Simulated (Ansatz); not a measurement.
`F[SiH]([SiH3])P` + H–F → `F[SiH](F)[SiH3]` + PH₃ at 400 K and 1 bar (cleavage of the Si–P bond).

Calculated with Ansatz (gas phase, PBE0-D4/def2-TZVP geometries, no zero-point term in ΔE). CBS: MP2 limit from def2 TZ/QZ plus the TZ coupled-cluster correction, frozen cores. This one scheme is used for every species. One conformer a species, not always the lowest.

```csv
species,CCSD(T)/CBS energy (Eh),H − E (kJ/mol),S (J/(mol·K))
`F[SiH]([SiH3])P`,-1022.55000,178.8,402.0
H–F,-100.39570,36.5,182.2
`F[SiH](F)[SiH3]`,-780.26920,133.4,362.8
PH₃,-342.72256,77.1,221.7
```

H − E and S are ideal-gas, rigid-rotor, harmonic terms from PBE0-D4/def2-TZVP, for one conformer and one mirror image of each species. 1 Eh = 2625.50 kJ/mol, R = 8.31446 J/(mol·K).

Q: By hand: ΔE, ΔH, ΔS and ΔG.

A: ΔE = (-780.26920) + (-342.72256) − (-1022.55000) − (-100.39570) = -0.04606 Eh = -120.9 kJ/mol. Δ(H − E) = 133.4 + 77.1 − 178.8 − 36.5 = -4.8, so ΔH = -125.7 kJ/mol. ΔS = 362.8 + 221.7 − 402.0 − 182.2 = 0.3 J/(mol·K). ΔG = -125.7 − 400 × (0.3)/1000 = -125.8 kJ/mol.

Q: By hand: the equilibrium constant, and the temperature at which ΔG would vanish if ΔH and ΔS stayed fixed.

A: log₁₀ K = −ΔG/(RT ln 10) = 16.4. ΔH and −TΔS have one sign here, so there is no such temperature.

The number of gas molecules stays the same, so ΔS is small and ΔH decides. A doubt of 5 kJ/mol in ΔE shifts log₁₀ K by 0.7 here. Other conformers and mirror images would add mixing entropy, several J/(mol·K) or more a flexible species. These are equilibria of isolated gas molecules and say nothing of rates. Largest T1 diagnostic: 0.014 (customary marks: 0.02 for closed shells, 0.045 for open ones).

ΔS is within the doubt of such terms, so its sign, and with it that verdict, could turn.
